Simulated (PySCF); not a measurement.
C₂H₆Si, neutral, multiplicity 1. Atoms are numbered in the order given.

```xyz
9

Si     0.0000     0.0000     0.7558
C     -1.4332    -0.0119    -0.4981
H     -2.3951    -0.2944    -0.0652
H     -1.2398    -0.6190    -1.3894
H     -1.5299     1.0292    -0.8478
C      1.4332     0.0119    -0.4981
H      1.2398     0.6190    -1.3894
H      1.5299    -1.0292    -0.8478
H      2.3951     0.2944    -0.0652
```
Charge 0, spin multiplicity 1.

Geometry: TPSSh-D3(BJ)/def2-TZVP. The isomer is the one that the SMILES or the coordinates give; other isomers of the formula were not compared.

Calculation: PySCF with PBE/pcSseg-1.

GIAO shieldings, no solvent; atoms alike by connectivity are averaged. δ = σ(ref) − σ: ²⁹Si against TMS (σ = 335.4 ppm); ¹³C against TMS (σ = 182.0 ppm); ¹H against TMS (σ = 31.49 ppm), references at their B3LYP-D3(BJ)/def2-TZVP geometries, non-relativistic.

Computed chemical shifts:
| nucleus | atoms | count | δ (ppm) |
|---|---|---|---|
| ²⁹Si | Si1 | 1 | 802.9 |
| ¹³C | C2, C6 | 2 | 45.3 |
| ¹H | H3, H4, H5, H7, H8, H9 | 6 | 2.01 |
